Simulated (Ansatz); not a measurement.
Consider the redistribution: `FC(F)(F)C1=CC(C(F)(F)F)=[O+][Zn-]([Cl])[O]1` + `CB[SiH2]SC` → `[CH3][Zn-]1[O]C(C(F)(F)F)=CC(C(F)(F)F)=[O+]1` + `CS[SiH2]BCl`.

Gas-phase electronic energies from Ansatz, PBE0-D4/def2-TZVP geometries. CCSD(T)/CBS adds triple-zeta CCSD(T) − MP2 to the extrapolated MP2 energy (def2 sets, frozen cores). DFT in def2-TZVPP. B3LYP here is the variant with VWN-RPA as its local correlation; programs differ in this. For Zn outer-core shells are correlated without core-valence functions, which leaves a few kJ/mol of doubt a bond. Scalar relativity is left out up to krypton. One conformer a species, not always the lowest.

**Question.** Is it downhill or uphill in electronic energy at CCSD(T)/CBS, and by how much? (Estimate.)

**Answer.** Computed: Uphill: ΔE = +54.9 kJ/mol.

**Question.** What do these levels give: r2SCAN-D4, B3LYP-D4, ωB97M-V, B2PLYP, MP2/def2-TZVPP, SCS-MP2/def2-TZVPP? (An estimate is asked.)

**Answer.** Ansatz gave: r2SCAN-D4 49.8, B3LYP-D4 47.9, ωB97M-V 49.3, B2PLYP 48.2, MP2/def2-TZVPP 41.8, SCS-MP2/def2-TZVPP 47.4 kJ/mol.

Largest T1 diagnostic among the species: 0.015.

From PBE to PBE0 (25 % exact exchange), in def2-TZVPP and without D4, ΔE moves by +13.1 kJ/mol. In def2-TZVPP, CCSD(T) changes the Hartree–Fock value by −41.5 kJ/mol (the triples alone add −6.6 kJ/mol) and MP2 by −47.4 kJ/mol.
